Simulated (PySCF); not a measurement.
Species: C₂H₉FSSi₂.
Structure used (GFN2-xTB), in Å, numbered top down from 1:
```
atom  x, y, z in Å
C1     3.2081    0.1130    0.9480
Si2    1.6409   -0.6262    0.1971
S3     0.0194    0.5439    1.0234
Si4   -1.6988   -0.3203    0.0950
C5    -3.1492    0.8699    0.2510
F6    -1.3668   -0.5265   -1.4749
H7     4.0805   -0.4672    0.6649
H8     3.1517    0.1308    2.0326
H9     3.3613    1.1349    0.6125
H10    1.5994   -0.5028   -1.2557
H11    1.4188   -2.0115    0.6111
H12   -1.9224   -1.6770    0.5591
H13   -2.9180    1.8301   -0.2026
H14   -4.0270    0.4665   -0.2444
H15   -3.4022    1.0503    1.2904
```

Method used: PySCF, TDDFT CAM-B3LYP/def2-SVPD, vertical, gas phase, core orbitals frozen in the response.

```json
{"state": "S1", "E (eV)": "6.33", "λ (nm)": "195.8", "ν̃ (cm⁻¹)": "51060", "f": "0.011", "main configurations (H = HOMO, L = LUMO)": "H→L (60%), H→L+1 (22%)"}
{"state": "S2", "E (eV)": "6.58", "λ (nm)": "188.4", "ν̃ (cm⁻¹)": "53090", "f": "0.0080", "main configurations (H = HOMO, L = LUMO)": "H→L+1 (49%), H→L (22%), H→L+2 (12%)"}
{"state": "S3", "E (eV)": "6.86", "λ (nm)": "180.8", "ν̃ (cm⁻¹)": "55310", "f": "0.027", "main configurations (H = HOMO, L = LUMO)": "H→L+3 (54%), H→L+2 (26%), H→L+1 (10%)"}
{"state": "S4", "E (eV)": "7.32", "λ (nm)": "169.3", "ν̃ (cm⁻¹)": "59050", "f": "0.036", "main configurations (H = HOMO, L = LUMO)": "H→L+2 (35%), H→L+5 (15%), H→L+3 (15%)"}
{"state": "S5", "E (eV)": "7.69", "λ (nm)": "161.1", "ν̃ (cm⁻¹)": "62060", "f": "0.0042", "main configurations (H = HOMO, L = LUMO)": "H→L+4 (56%), H-1→L (12%), H→L+7 (8%)"}
{"state": "S6", "E (eV)": "7.72", "λ (nm)": "160.7", "ν̃ (cm⁻¹)": "62230", "f": "0.033", "main configurations (H = HOMO, L = LUMO)": "H→L+5 (21%), H→L+4 (14%), H-1→L (13%)"}
{"state": "S7", "E (eV)": "7.81", "λ (nm)": "158.8", "ν̃ (cm⁻¹)": "62960", "f": "0.054", "main configurations (H = HOMO, L = LUMO)": "H-1→L+1 (32%), H→L+5 (30%), H-1→L+2 (8%)"}
{"state": "S8", "E (eV)": "7.94", "λ (nm)": "156.2", "ν̃ (cm⁻¹)": "64030", "f": "0.049", "main configurations (H = HOMO, L = LUMO)": "H-1→L (35%), H-1→L+1 (17%), H-1→L+2 (12%)"}
```

Triplets (Tamm–Dancoff): T1 6.00 eV, H→L (56%), H→L+1 (22%); T2 6.32 eV, H→L+1 (43%), H→L (20%), H→L+2 (12%); T3 6.54 eV, H→L+3 (53%), H→L+2 (23%), H→L+7 (9%).

The lowest singlet comes at 196 nm (611 kJ/mol) in the vacuum ultraviolet; it is weak; its leading configuration is HOMO→LUMO (60%). The most intense listed level is S7 at 7.81 eV (159 nm, f = 0.054), 1.48 eV above S1. Löwdin shares by element: HOMO sulfur 71%, silicon 18%; LUMO silicon 26% or more, sulfur 26%, hydrogen 8% or more, carbon 8% or more (atoms not listed hold the other 31%). Weighted by f, the mean energy of these states is 7.51 eV. Orbital energies (eV): HOMO-3 -11.10, HOMO-2 -10.41, HOMO-1 -9.92, HOMO -8.66, LUMO 0.97, LUMO+1 1.06, LUMO+2 1.31. The listed states span 1.61 eV, and the widest gap between neighbours is 0.46 eV (S3 to S4). Only the lowest 8 singlets were computed, as vertical energies without vibronic structure.

One conformer stands for the species.
